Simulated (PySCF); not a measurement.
Compound: C₈H₇Cl.
Numbering: `[Cl:1][c:2]1[cH:3][cH:4][cH:5][c:6]2[c:7]1[CH2:8][CH2:9]2` (hydrogens: H10 on C3; H11 on C4; H12 on C5; H13, H14 on C8; H15, H16 on C9)

Level of theory: PySCF, TDDFT PBE0/def2-SVPD, vertical, gas phase, core orbitals frozen in the response. Isolated species at its PBE0-D3(BJ)/def2-SVP geometry, gas phase.

Frontier orbitals with the atoms that hold most of them (Löwdin shares over 4%, at most four atoms; ? is withheld):

| orbital | ε (eV) | atoms |
| --- | --- | --- |
| LUMO+2 | 0.67 | Cl1 40%, C2 14%, C8 8%, C9 5% |
| LUMO+1 | -0.31 | C4 21%, C3 18%, C7 17%, C6 16% |
| LUMO | -0.61 | ? |
| HOMO | -7.07 | Cl1 22%, C2 20%, C5 19%, C7 10% |
| HOMO-1 | -7.21 | ? |
| HOMO-2 | -8.82 | Cl1 65%, C2 10%, C7 7%, C6 4% |
| HOMO-3 | -9.40 | C8 17%, C6 15%, C7 12%, C5 11% |

Give the leading atoms of the HOMO-1.

C3 (bonded to 2 C and H) 21%; C6 (bonded to 3 C) 19%; C4 (bonded to 2 C and H) 17%; C7 (bonded to 3 C) 16%.

Which atoms hold the LUMO, and with what shares?

C2 (bonded to 2 C and Cl) 21%; C5 (bonded to 2 C and H) 21%; C6 (bonded to 3 C) 10%; C3 (bonded to 2 C and H) 10%.

The HOMO–LUMO gap is 6.47 eV. Where does the response calculation put the lowest singlet, and from which orbitals?

S1 is at 5.22 eV (f = 0.0084), 1.25 eV below the gap, made of HOMO-1→LUMO (52%), HOMO→LUMO+1 (44%). Its leading pair isn't HOMO and LUMO; the energies of that pair differ by 6.61 eV. Without the coupling terms of the response equations the lowest excitation would equal the gap.

Next come S2 at 5.80 eV (f 0.064), HOMO→LUMO (70%), HOMO-1→LUMO+1 (26%); S3 at 6.48 eV (f 0.0004), HOMO→LUMO+2 (84%), HOMO→LUMO+3 (9%); S4 at 6.54 eV (f 0.494), HOMO→LUMO+1 (51%), HOMO-1→LUMO (41%); S5 at 6.59 eV (f 0.489), HOMO-1→LUMO+1 (67%), HOMO→LUMO (24%).
